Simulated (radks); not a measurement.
The numbers below are computed, except where a source is named.
Q: Species: Ag9+. Configuration: [Kr] 4d2 (the NIST ground configuration). Level of theory: scalar-relativistic Kohn-Sham, BLYP, spin-polarised, spherical densities, finite nucleus; open shells are filled with parallel spins first (spin-orbit coupling, left out, can overturn this in heavy ions); Fermi nuclear charge, rms radius 4.5454 fm (a radial shooting solver on a logarithmic mesh with Libxc functionals). Some entries of the table are withheld. Estimate them.

| orbital | occ. | eigenvalue (hartree) | <r^2> (bohr^2) | <r> (bohr) |
|---|---|---|---|---|
| 1s down | 1 | -937.4117 | 0.001308 | 0.03111 |
| 1s up | 1 | -937.4117 | 0.001308 | 0.03111 |
| 2s up | 1 | -143.5739 | 0.02145 | 0.1349 |
| 2s down | 1 | -143.5512 | 0.02145 | 0.1349 |
| 2p up | 3 | -129.4649 | 0.01690 | 0.1177 |
| 2p down | 3 | -129.4476 | 0.01690 | 0.1176 |
| 3s up | 1 | -31.45389 | 0.1548 | 0.3679 |
| 3s down | 1 | -31.44220 | 0.1547 | 0.3679 |
| 3p up | 3 | -26.82221 | 0.1561 | 0.3667 |
| 3p down | 3 | -26.80885 | 0.1560 | 0.3666 |
| 3d up | 5 | -19.53646 | (1) | 0.3441 |
| 3d down | 5 | -19.51591 | (2) | 0.3440 |
| 4s up | 1 | -9.39026 | (3) | 0.8649 |
| 4s down | 1 | -9.29630 | (4) | 0.8639 |
| 4p up | 3 | -7.94623 | 0.9538 | 0.9183 |
| 4p down | 3 | -7.85026 | 0.9537 | 0.9178 |
| 4d up | 2 | -5.76117 | 1.215 | 1.030 |
| 4d down | 0 | -5.66650 | 1.223 | 1.032 |

A: 
(1) 3d up <r^2> (bohr^2): 0.1409
(2) 3d down <r^2> (bohr^2): 0.1408
(3) 4s up <r^2> (bohr^2): 0.8412
(4) 4s down <r^2> (bohr^2): 0.8397
